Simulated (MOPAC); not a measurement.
MOPAC input (MNDO):

```
MNDO PRECISE GNORM=0.05 LET XYZ CHARGE=-1 GEO-OK AUX(PRECISION=9) THREADS=1
C3HO

C     1.58735500 1    1.00251000 1    0.74862200 1
C     0.60003800 1    0.34711500 1    0.36065900 1
C    -0.51716100 1   -0.45249600 1    0.06311600 1
O    -1.14520500 1   -0.53716200 1   -0.99400300 1
H    -0.85975800 1   -1.08547400 1    0.91764700 1
```

Output:

```
 *******************************************************************************
 **                                                                           **
 **                              MOPAC v23.2.5                                **
 **                                                                           **
 *******************************************************************************
 ** MOPAC's Digital Object Identifier: https://doi.org/10.5281/zenodo.6511958 **
 **                                                                           **
 ** Please cite the open-source release paper for use of this MOPAC version:  **
 ** J. E. Moussa and J. J. P. Stewart (2026)                                  **
 ** MOPAC: An open-source semiempirical molecular orbital program             **
 ** J. Open Source Softw., 11(119), 8025, https://doi.org/10.21105/joss.08025 **
 *******************************************************************************

                              MNDO CALCULATION RESULTS

 *******************************************************************************
 *  MNDO       - The MNDO Hamiltonian to be used
 *  GEO-OK     - OVERRIDE INTERATOMIC DISTANCE AND OTHER SAFETY CHECKS
 *
 *
 *
 *                 CHARGE ON SYSTEM = -1
 *
 *
 *
 *  LET        - OVERRIDE SOME SAFETY CHECKS
 *  PRECISE    - TIGHTER CRITERIA TO BE USED
 *  XYZ        - CARTESIAN COORDINATE SYSTEM TO BE USED
 *  GNORM      - EXIT WHEN GRADIENT NORM DROPS BELOW 0.050
 *  AUX        - OUTPUT AUXILIARY INFORMATION
 *******************************************************************************
MNDO PRECISE GNORM=0.05 LET XYZ CHARGE=-1 GEO-OK AUX(PRECISION=9) THREADS=1
 C3HO

   ATOM   CHEMICAL          X               Y               Z
  NUMBER   SYMBOL      (ANGSTROMS)     (ANGSTROMS)     (ANGSTROMS)

     1       C          1.58735500  *   1.00251000  *   0.74862200  *
     2       C          0.60003800  *   0.34711500  *   0.36065900  *
     3       C         -0.51716100  *  -0.45249600  *   0.06311600  *
     4       O         -1.14520500  *  -0.53716200  *  -0.99400300  *
     5       H         -0.85975800  *  -1.08547400  *   0.91764700  *

          CARTESIAN COORDINATES

    NO.       ATOM           X           Y           Z

     1         C          1.5874      1.0025      0.7486
     2         C          0.6000      0.3471      0.3607
     3         C         -0.5172     -0.4525      0.0631
     4         O         -1.1452     -0.5372     -0.9940
     5         H         -0.8598     -1.0855      0.9176

  H: (MNDO): M.J.S. DEWAR, W. THIEL, J. AM. CHEM. SOC., 99, 4899, (1977)
  C: (MNDO): M.J.S. DEWAR, W. THIEL, J. AM. CHEM. SOC., 99, 4899, (1977)
  O: (MNDO): M.J.S. DEWAR, W. THIEL, J. AM. CHEM. SOC., 99, 4899, (1977)

           Empirical Formula: C3 H O  =     5 atoms

      MOLECULAR POINT GROUP   :   Cs

      RHF CALCULATION, NO. OF DOUBLY OCCUPIED LEVELS = 10

          Geometry optimization using EF

          DIAGONAL MATRIX USED AS START HESSIAN

 CYCLE:     1  GRAD.:    48.262 HEAT:  42.58345
 CYCLE:     2  GRAD.:  1094.945 HEAT:  126.7111
 CYCLE:     3  GRAD.:   338.237 HEAT:  55.92627
 CYCLE:     4  GRAD.:   764.760 HEAT:  81.19567
 CYCLE:     5  GRAD.:   419.831 HEAT:  76.64955
 CYCLE:     6  GRAD.:   215.063 HEAT:  50.06420
 CYCLE:     7  GRAD.:   208.336 HEAT:  52.46997
 CYCLE:     8  GRAD.:   198.783 HEAT:  48.14237
 CYCLE:     9  GRAD.:   149.809 HEAT:  45.20118
 CYCLE:    10  GRAD.:    18.395 HEAT:  42.08476
 CYCLE:    11  GRAD.:    15.803 HEAT:  42.09794
 CYCLE:    12  GRAD.:     2.867 HEAT:  42.04670
 CYCLE:    13  GRAD.:     2.460 HEAT:  42.04510
 CYCLE:    14  GRAD.:     0.043 HEAT:  42.04428

     GRADIENT =  0.04344 IS LESS THAN CUTOFF =  0.05000

 -------------------------------------------------------------------------------
 MNDO PRECISE GNORM=0.05 LET XYZ CHARGE=-1 GEO-OK AUX(PRECISION=9) THREADS=1
 C3HO

     GEOMETRY OPTIMISED USING EIGENVECTOR FOLLOWING (EF).
     SCF FIELD WAS ACHIEVED

                              MNDO CALCULATION
                                                       MOPAC v23.2.5 Linux

          FINAL HEAT OF FORMATION =         42.04428 KCAL/MOL =     175.91327 KJ/MOL

          COSMO AREA              =         92.15 SQUARE ANGSTROMS
          COSMO VOLUME            =         73.93 CUBIC ANGSTROMS

          GRADIENT NORM           =          0.04344          =       0.01943 PER ATOM
          IONIZATION POTENTIAL    =          4.055281 EV
          HOMO LUMO ENERGIES (EV) =         -4.055  6.101
          NO. OF FILLED LEVELS    =         10
          MOLECULAR WEIGHT        =         53.0403         POINT GROUP:  Cs

          MOLECULAR DIMENSIONS (Angstroms)

            Atom       Atom       Distance
            O     4    C     1     3.54586
            C     1    H     5     1.82661
            C     3    C     2     0.00000

          SCF CALCULATIONS        =         15

   ATOM   CHEMICAL          X               Y               Z
  NUMBER   SYMBOL      (ANGSTROMS)     (ANGSTROMS)     (ANGSTROMS)

     1       C          1.57542343  *   1.00675235  *   0.71426919  *
     2       C          0.59645813  *   0.32946730  *   0.39649837  *
     3       C         -0.51534642  *  -0.45463959  *   0.07199504  *
     4       O         -1.12662540  *  -0.51857338  *  -1.00195854  *
     5       H         -0.88650052  *  -1.10585896  *   0.91356073  *

                             CARTESIAN COORDINATES

   1    C        1.575423432     1.006752351     0.714269187
   2    C        0.596458129     0.329467300     0.396498367
   3    C       -0.515346418    -0.454639585     0.071995043
   4    O       -1.126625403    -0.518573378    -1.001958537
   5    H       -0.886500524    -1.105858962     0.913560726

           Empirical Formula: C3 H O  =     5 atoms

      MOLECULAR POINT GROUP   :   Cs

                  EIGENVALUES
 -37.12707 -27.95154 -19.57895 -12.30675 -10.89426  -8.71203  -6.01376  -4.19889
  -4.16650  -4.05528   6.10066   8.26077   9.02980   9.28578  11.30846  12.91895
  14.21180

              NET ATOMIC CHARGES AND DIPOLE CONTRIBUTIONS

  ATOM NO.   TYPE          CHARGE      No. of ELECS.   s-Pop       p-Pop
    1          C          -0.186592        4.1866     1.67556     2.51103
    2          C          -0.711418        4.7114     1.23838     3.47304
    3          C           0.438926        3.5611     1.18967     2.37141
    4          O          -0.460934        6.4609     1.88621     4.57473
    5          H          -0.079982        1.0800     1.07998
 DIPOLE           X         Y         Z       TOTAL
 POINT-CHG.    -1.613    -1.307    -0.058     2.077
 HYBRID        -1.301    -1.054    -0.047     1.675
 SUM           -2.914    -2.361    -0.105     3.752

          ATOMIC ORBITAL ELECTRON POPULATIONS

     Atom    s        px        py        pz
    1  C   1.67556   0.97267   0.79499   0.74337
    2  C   1.23838   1.05879   1.17011   1.24413
    3  C   1.18967   0.79103   0.76019   0.82019
    4  O   1.88621   1.56542   1.65921   1.35010
    5  H   1.07998

 **********************
 *                    *
 * JOB ENDED NORMALLY *
 *                    *
 **********************

 == MOPAC DONE ==
```

The dipole moment of an ion depends on the origin.

The geometry given is a B3LYP-D3(BJ)/def2-TZVP minimum.
